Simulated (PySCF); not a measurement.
## Arsenic: a sound run and one with changed settings

Sound run: As [Ar] 3d10 4s2 4p3, As⁺ [Ar] 3d10 4s2 4p2. All numbers are calculated (PySCF 2.14, the non-relativistic Hamiltonian (point nucleus), in 6-31G* (5s4p3d, 32 functions)). In the sound run the correlated levels freeze [Ar] 3d10. The sound run starts from symmetry-adapted Hartree-Fock orbitals and uses a fine grid where one is needed.

Changed run: the spin-free X2C one-electron Hamiltonian (Gaussian nucleus). This setting is unsound on purpose.

```json
{"species": "As", "method": "UHF", "sound run (hartree)": "-2233.90227", "changed run (hartree)": "-2253.32680", "converged": "yes"}
{"species": "As", "method": "TPSS", "sound run (hartree)": "-2235.47266", "changed run (hartree)": "-2254.89553", "converged": "yes"}
{"species": "As", "method": "BP86", "sound run (hartree)": "-2235.78937", "changed run (hartree)": "-2255.21238", "converged": "yes"}
{"species": "As", "method": "MP2", "sound run (hartree)": "-2233.95572", "changed run (hartree)": "-2253.38005", "converged": "yes"}
{"species": "As", "method": "CCSD(T)", "sound run (hartree)": "-2233.97109", "changed run (hartree)": "-2253.39522", "converged": "yes"}
{"species": "As⁺", "method": "UHF", "sound run (hartree)": "-2233.55463", "changed run (hartree)": "-2252.97848", "converged": "yes"}
{"species": "As⁺", "method": "TPSS", "sound run (hartree)": "-2235.10611", "changed run (hartree)": "-2254.52822", "converged": "yes"}
{"species": "As⁺", "method": "BP86", "sound run (hartree)": "-2235.42160", "changed run (hartree)": "-2254.84389", "converged": "yes"}
{"species": "As⁺", "method": "MP2", "sound run (hartree)": "-2233.59668", "changed run (hartree)": "-2253.02031", "converged": "yes"}
{"species": "As⁺", "method": "CCSD(T)", "sound run (hartree)": "-2233.61398", "changed run (hartree)": "-2253.03730", "converged": "yes"}
```

Ionisation energy of As:

```csv
method,sound run (eV),changed run (eV)
UHF,9.460,9.478
TPSS,9.974,9.995
BP86,10.008,10.027
MP2,9.770,9.789
SCS-MP2,9.657,9.676
CCSD,9.714,9.736
CCSD(T),9.718,9.739
```

Most of the change in total energy is the relativistic energy itself. On top of that the contraction fixes the core shape for the Hamiltonian it was made with, so the changed run is not a good calculation with the other Hamiltonian either.

For comparison, NIST gives 9.789 eV between the lowest levels.
